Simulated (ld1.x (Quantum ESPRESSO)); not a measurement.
# Ga: variants of one TM potential

Base potential:

| Property | Result |
| --- | --- |
| Element | gallium (Ga) |
| Generator | ld1.x (Quantum ESPRESSO) 7.5 |
| Type | norm-conserving Troullier–Martins (Kleinman–Bylander form) |
| Functional | PBE |
| Relativity | scalar-relativistic |
| Frozen core | [Ar] 3d10 |
| Valence charge | 3 |
| Reference configuration | 4s2 4p1 |
| Partial waves | 4s (bound): rc 1.55 bohr; 4p (bound): rc 2.05 bohr; 4d channel at -0.05 Ry: rc 2.15 bohr |
| Local potential | all-electron potential smoothed inside 1.55 bohr (lloc = -1) |
| Core correction | Bessel-smoothed model core inside 1.15 bohr |

All-electron outer shells of the reference configuration (PBE, scalar-relativistic, ld1.x):

```
shell  level (eV)  outermost node (bohr)  outermost maximum (bohr)
   3p      -98.86                   0.24                      0.56
   3d      -19.15                      –                      0.53
   4s       -8.95                   0.81                      1.90
   4p       -2.58                   0.87                      2.53
```

Cutoffs, loose and tight: the cutoffs (Ry, on a coarse ladder) from which the occupation-weighted sum of valence levels, in a spherical-Bessel basis at the reference potential, stays within 10 and 1 mRy of its value at 400 Ry. They do not see the model core or the augmentation charge, which bear on the density cutoff. Test errors are all-electron minus pseudo excitation energies from the reference, over the configurations 4s2 4p0; 4s1 4p0; 4s2 4p0.5; 4s1 4p1; 4s1 4p2; 4s2 4p1.3; 4s0 4p3. A dash means not determined; rows that change the core or the reference have their own tests.

A true bound ghost makes a file unfit for plane-wave use even where its test errors are small: the radial tests pick states by their node count and pass the ghost by.

```tsv
change	outcome	cutoff, loose	cutoff, tight	bound ghosts	largest test error (meV)
base	generated	15 Ry	40 Ry	d	-168
all radii but the core radius scaled by about 0.76 (s 1.18, p 1.56, d 1.64 bohr); local potential all-electron potential smoothed inside 1.18 bohr (lloc = -1)	generated	90 Ry	230 Ry	d, s	-229
all radii but the core radius scaled by about 0.96 (s 1.48, p 1.96, d 2.06 bohr); local potential all-electron potential smoothed inside 1.48 bohr (lloc = -1)	generated	30 Ry	70 Ry	d	-159
all radii but the core radius scaled by about 1.17 (s 1.82, p 2.40, d 2.52 bohr); local potential all-electron potential smoothed inside 1.82 bohr (lloc = -1)	generated	15 Ry	35 Ry	none	-178
all radii but the core radius scaled by about 1.25 (s 1.92, p 2.56, d 2.68 bohr); local potential all-electron potential smoothed inside 1.92 bohr (lloc = -1)	generated	15 Ry	35 Ry	none	-181
all radii but the core radius scaled by about 1.35 (s 2.10, p 2.78, d 2.90 bohr); local potential all-electron potential smoothed inside 2.10 bohr (lloc = -1)	generated	12 Ry	30 Ry	none	-188
```

Problem. What comes out with this change to the base: all radii but the core radius scaled by about 0.89 (s 1.38, p 1.84, d 1.92 bohr); local potential all-electron potential smoothed inside 1.38 bohr (lloc = -1)?

Solution. outcome: generated; cutoff, loose: 35 Ry; cutoff, tight: 90 Ry; bound ghosts: d, s; largest test error (meV): -76.

Problem. What comes out with this change to the base: all radii but the core radius scaled by about 1.05 (s 1.62, p 2.14, d 2.26 bohr); local potential all-electron potential smoothed inside 1.62 bohr (lloc = -1)?

Solution. outcome: generated; cutoff, loose: 15 Ry; cutoff, tight: 35 Ry; bound ghosts: d; largest test error (meV): -173.

Reading the sweep of the scale of all radii but the core radius (base = 1) (base included, trends over the rows without a ghost): Bound ghosts are found at 0.76, 0.89, 0.96, 1, 1.05.
